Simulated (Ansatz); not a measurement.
This geometry of GaH$_{4}$OS (7 atoms, charge 1, multiplicity 1) is a first-order saddle point.

Level of theory: Ansatz, RKS PBE0-D4/def2-SVP.

```xyz
7
Properties=species:S:1:pos:R:3
O -1.286 -0.127 -0.606
Ga 0.293 -0.151 0.688
S 1.854 0.659 -0.533
H -1.512 -0.831 -1.234
H -1.884 0.622 -0.761
H -0.250 -0.728 2.000
H 2.786 0.556 0.447
```

Which two structures does it join? (They come from a converged band through this point; their orientation in space is the band's.)

No bond is made or broken. The dihedral H5–O1–Ga2–S3 goes from -179 to 1°. The two ends are copies of one structure, up to a mirror image or an exchange of like atoms.

Image 0:

```xyz
7
Properties=species:S:1:pos:R:3
O -1.249 0.072 -0.620
Ga 0.251 -0.008 0.706
S 1.953 -0.112 -0.596
H -1.158 0.050 -1.587
H -2.191 0.136 -0.393
H -0.450 0.040 2.069
H 2.844 -0.179 0.422
```

Image 6:

```xyz
7
Properties=species:S:1:pos:R:3
O -1.257 0.076 -0.617
Ga 0.256 -0.014 0.692
S 1.962 -0.113 -0.603
H -2.197 0.136 -0.380
H -1.176 0.065 -1.584
H -0.429 0.028 2.064
H 2.840 -0.177 0.427
```

How far does it lie above each of them?

0.135 eV above the first and 0.136 eV above the second. This is the barrier of this one path; another mechanism may lie lower.

The run took 3.4 min on 1 thread of Intel(R) Xeon(R) Processor @ 2.50GHz (Skylake/Cascade Lake), on a shared host, peak memory 0.19 GiB.
